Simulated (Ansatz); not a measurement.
Ideal-gas functions of CH₅Sb (`[CH3][SbH2]`) at 400 K and 1 bar, from an Ansatz frequency run at PBE0-D4/def2-TZVP.

Molar mass 138.81 g/mol, point group Cs (symmetry number 1), electronic degeneracy 1, moments of inertia 9.005, 71.844, 72.034 u Å². Harmonic wavenumbers (cm⁻¹, unscaled): 151, 515, 552, 578, 834, 837, 856, 1234, 1456, 1458, 1952, 1957, 3073, 3166, 3184.

Use S(trans) = R[1.5 ln M + 2.5 ln T − 1.1517]; rotational temperatures θ = 24.2544 K / I; S(rot) = R[ln(√π/σ · √(T³/θAθBθC)) + 1.5]; for each mode x = 1.438777 ν̃/T, S = R[x/(eˣ − 1) − ln(1 − e⁻ˣ)] and H = RT x/(eˣ − 1); 1 cm⁻¹ = 0.0119627 kJ/mol; R = 8.31446 J/(mol·K).

Question: By hand: the entropy, in J/(mol·K).

Answer: Translation 176.5. Rotation: θ = 2.6934, 0.3376, 0.3367 K, giving 96.9. Vibration, mode by mode: 13.49, 4.28, 3.86, 3.58, 1.73, 1.72, 1.63, 0.54, 0.28, 0.28, 0.06, 0.06, 0.00, 0.00, 0.00, in all 31.5. Electronic 0.0. Sum 304.9 J/(mol·K).

Question: By hand: H − E and G − E in kJ/mol, counted from the electronic energy.

Answer: Zero-point energy ½ × 21803 × 0.0119627 = 130.4; thermal vibration 7.6; translation, rotation and pV give 4 RT = 13.3. H − E = 151.3 kJ/mol, and G − E = 151.3 − 400 × 304.9/1000 = 29.3 kJ/mol.

Vibration gives 10 % of the entropy.
